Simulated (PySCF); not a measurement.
C₄H₁₁BO₂, singlet, at a GFN2-xTB geometry, atoms displaced at random by about 0.08 Å a coordinate; PBE/STO-3G, gradient in PySCF.

Input for PySCF:
```python
from pyscf import gto, scf, dft

mol = gto.Mole()
mol.atom = '''
    B     1.048368   -0.329176    0.142593
    O     2.154624    0.069505   -0.419048
    H     1.973410    0.942237   -1.025118
    O     1.224505   -1.381701    0.806621
    H     2.126012   -1.790715    1.061194
    C    -0.543903    0.097307   -0.017287
    C    -1.421793   -0.719401   -0.689589
    C    -1.229594    0.780769    1.189185
    C    -0.701069    1.384008   -0.917794
    H    -2.654341   -0.714352   -0.756941
    H    -1.344479   -1.806173    0.211305
    H    -1.160406   -1.214362   -1.603256
    H    -1.166613   -0.143268    2.072401
    H    -0.673525    1.485646    1.803450
    H    -2.208154    0.936339    1.162314
    H     0.148632    2.392844   -0.714819
    H    -0.304965    1.038164   -2.007359
    H    -1.679191    1.912106   -1.031911
'''
mol.basis = 'sto-3g'
mol.charge = 0
mol.spin = 0
mol.verbose = 4
mol.build()

mf = dft.RKS(mol)
mf.xc = 'pbe'
mf.grids.level = 5
mf.kernel()
g = mf.nuc_grad_method()
g.grid_response = False
grad = g.kernel()
```

It wrote (shortened):

```
PySCF version 2.14.0

[INPUT] verbose = 4
[INPUT] num. atoms = 18
[INPUT] num. electrons = 56
[INPUT] charge = 0
[INPUT] spin (= nelec alpha-beta = 2S) = 0
[INPUT] symmetry False subgroup None
[INPUT] Mole.unit = angstrom
[INPUT] Symbol           X                Y                Z      unit          X                Y                Z       unit  Magmom
[INPUT]  1 B      1.048368000000  -0.329176000000   0.142593000000 AA    1.981128397758  -0.622052486780   0.269461717280 Bohr   0.0
[INPUT]  2 O      2.154624000000   0.069505000000  -0.419048000000 AA    4.071649261415   0.131345414288  -0.791885953047 Bohr   0.0
[INPUT]  3 H      1.973410000000   0.942237000000  -1.025118000000 AA    3.729204431478   1.780569874432  -1.937192265362 Bohr   0.0
[INPUT]  4 O      1.224505000000  -1.381701000000   0.806621000000 AA    2.313979088161  -2.611036476038   1.524292776323 Bohr   0.0
[INPUT]  5 H      2.126012000000  -1.790715000000   1.061194000000 AA    4.017580417539  -3.383960917151   2.005366025032 Bohr   0.0
[INPUT]  6 C     -0.543903000000   0.097307000000  -0.017287000000 AA   -1.027827708329   0.183883580003  -0.032667695515 Bohr   0.0
[INPUT]  7 C     -1.421793000000  -0.719401000000  -0.689589000000 AA   -2.686799375824  -1.359470863738  -1.303134348513 Bohr   0.0
[INPUT]  8 C     -1.229594000000   0.780769000000   1.189185000000 AA   -2.323595904408   1.475439576551   2.247233961441 Bohr   0.0
[INPUT]  9 C     -0.701069000000   1.384008000000  -0.917794000000 AA   -1.324828404423   2.615396074207  -1.734379298769 Bohr   0.0
[INPUT] 10 H     -2.654341000000  -0.714352000000  -0.756941000000 AA   -5.015977531204  -1.349929636535  -1.430411182454 Bohr   0.0
[INPUT] 11 H     -1.344479000000  -1.806173000000   0.211305000000 AA   -2.540697090229  -3.413172303584   0.399308578751 Bohr   0.0
[INPUT] 12 H     -1.160406000000  -1.214362000000  -1.603256000000 AA   -2.192849533302  -2.294811596079  -3.029714747566 Bohr   0.0
[INPUT] 13 H     -1.166613000000  -0.143268000000   2.072401000000 AA   -2.204579063357  -0.270737282414   3.916270310275 Bohr   0.0
[INPUT] 14 H     -0.673525000000   1.485646000000   1.803450000000 AA   -1.272777788048   2.807464058056   3.408026579347 Bohr   0.0
[INPUT] 15 H     -2.208154000000   0.936339000000   1.162314000000 AA   -4.172806300863   1.769424269749   2.196455130748 Bohr   0.0
[INPUT] 16 H      0.148632000000   2.392844000000  -0.714819000000 AA    0.280873773346   4.521819818809  -1.350812138635 Bohr   0.0
[INPUT] 17 H     -0.304965000000   1.038164000000  -2.007359000000 AA   -0.576300327578   1.961845632383  -3.793358743681 Bohr   0.0
[INPUT] 18 H     -1.679191000000   1.912106000000  -1.031911000000 AA   -3.173211100835   3.613356661138  -1.950029174926 Bohr   0.0

nuclear repulsion = 317.975853829783
number of shells = 32
number of NR pGTOs = 138
number of NR cGTOs = 46
basis = sto-3g
ecp = {}

******** <class 'pyscf.dft.rks.RKS'> ********
method = RKS
initial guess = minao
damping factor = 0
level_shift factor = 0
DIIS = <class 'pyscf.scf.diis.CDIIS'>
diis_start_cycle = 1
diis_space = 8
diis_damp = 0
SCF conv_tol = 1e-09
SCF conv_tol_grad = None
SCF max_cycles = 50
direct_scf = True
direct_scf_tol = 1e-13
XC library pyscf.dft.libxc version 7.1.2
    S. Lehtola, C. Steigemann, M. J. T. Oliveira, and M. A. L. Marques,  SoftwareX 7, 1–5 (2018)
XC functionals = pbe
    J. P. Perdew, K. Burke, and M. Ernzerhof,  Phys. Rev. Lett. 77, 3865 (1996)
    J. P. Perdew, K. Burke, and M. Ernzerhof,  Phys. Rev. Lett. 78, 1396 (1997)
    J. P. Perdew, K. Burke, and M. Ernzerhof,  Phys. Rev. Lett. 77, 3865 (1996)
    J. P. Perdew, K. Burke, and M. Ernzerhof,  Phys. Rev. Lett. 78, 1396 (1997)
radial grids:
    Treutler-Ahlrichs [JCP 102, 346 (1995); DOI:10.1063/1.469408] (M4) radial grids

becke partition: Becke, JCP 88, 2547 (1988); DOI:10.1063/1.454033
pruning grids: <function nwchem_prune>
grids dens level: 5
symmetrized grids: False
atomic radii adjust function: <function treutler_atomic_radii_adjust>
small_rho_cutoff = 0
Set gradient conv threshold to 3.16228e-05
Initial guess from minao.
tot grids = 559968
init E= -330.106971763966
  HOMO = -0.27190447251572  LUMO = 0.00300873960685333  gap/eV = 7.48077
cycle= 1 E= -329.332830361986  delta_E= 0.774  |g|= 0.716  |ddm|= 5.18
  HOMO = 0.0442292688649603  LUMO = 0.210161446350076  gap/eV = 4.51524
cycle= 2 E= -329.129800320961  delta_E= 0.203  |g|= 1.12  |ddm|=  2.3
  HOMO = -0.124313854838501  LUMO = 0.169941261269599  gap/eV = 8.00709
cycle= 3 E= -329.504666361906  delta_E= -0.375  |g|= 0.0938  |ddm|= 1.42
  HOMO = -0.132573972603318  LUMO = 0.155583484733876  gap/eV = 7.84116
cycle= 4 E= -329.507237719267  delta_E= -0.00257  |g|= 0.0469  |ddm|= 0.196
  HOMO = -0.133367278614273  LUMO = 0.154325032278104  gap/eV = 7.82851
cycle= 5 E= -329.507828034446  delta_E= -0.00059  |g|= 0.0159  |ddm|= 0.0709
  HOMO = -0.132734536253198  LUMO = 0.155495719623155  gap/eV = 7.84314
cycle= 6 E= -329.507903653885  delta_E= -7.56e-05  |g|= 0.00375  |ddm|= 0.0244
  HOMO = -0.132695573573984  LUMO = 0.15562736315665  gap/eV = 7.84567
cycle= 7 E= -329.507908409471  delta_E= -4.76e-06  |g|= 0.000783  |ddm|= 0.00619
  HOMO = -0.132748090428219  LUMO = 0.155579950226859  gap/eV = 7.84581
cycle= 8 E= -329.507908598571  delta_E= -1.89e-07  |g|= 0.000293  |ddm|= 0.00138
  HOMO = -0.132761455929065  LUMO = 0.155560898293084  gap/eV = 7.84565
cycle= 9 E= -329.507908626411  delta_E= -2.78e-08  |g|= 6.96e-05  |ddm|= 0.000456
  HOMO = -0.132763250101157  LUMO = 0.155564728733337  gap/eV = 7.84580
cycle= 10 E= -329.507908627994  delta_E= -1.58e-09  |g|= 2.05e-05  |ddm|= 0.000111
  HOMO = -0.132763493805325  LUMO = 0.155565761614294  gap/eV = 7.84584
cycle= 11 E= -329.507908628084  delta_E= -9.03e-11  |g|= 1.21e-05  |ddm|= 4.07e-05
  HOMO = -0.132762571318499  LUMO = 0.155564979447827  gap/eV = 7.84579
Extra cycle  E= -329.507908628026  delta_E= 5.84e-11  |g|= 1.85e-05  |ddm|= 3.99e-05
converged SCF energy = -329.507908628026

******** <class 'pyscf.grad.rks.Gradients'> for <class 'pyscf.dft.rks.RKS'> ********
unit = Eh/Bohr
grid_response = False
--------------- RKS gradients ---------------
         x                y                z
0 B     0.0822461489    -0.0467588212     0.0299767623
1 O    -0.0652156919    -0.1007744984     0.0819151099
2 H    -0.0095672417     0.0313719269    -0.0221722656
3 O     0.0148300807     0.1427014828    -0.1095486291
4 H     0.0007994786    -0.0153520038     0.0139264440
5 C    -0.0534959683    -0.1892798470    -0.0223759869
6 C     0.1512120157     0.2385895455    -0.0468844663
7 C    -0.1217642759     0.1434353332    -0.1335807557
8 C    -0.1250973270    -0.0803093433     0.0881944321
9 H    -0.0673241913    -0.0285690605    -0.0111398143
10 H     0.0131816173    -0.0581663046     0.0670185623
11 H    -0.0212971673     0.0022547317     0.0278043040
12 H     0.0136011940    -0.0479978604     0.0463019885
13 H    -0.0082885668    -0.0257104047     0.0150675147
14 H     0.1123215218    -0.0288891575     0.0192764999
15 H     0.0564511276     0.0695132680     0.0024541498
16 H     0.0274708338    -0.0223671859    -0.0398465481
17 H    -0.0000632208     0.0163113373    -0.0063857489
----------------------------------------------
```
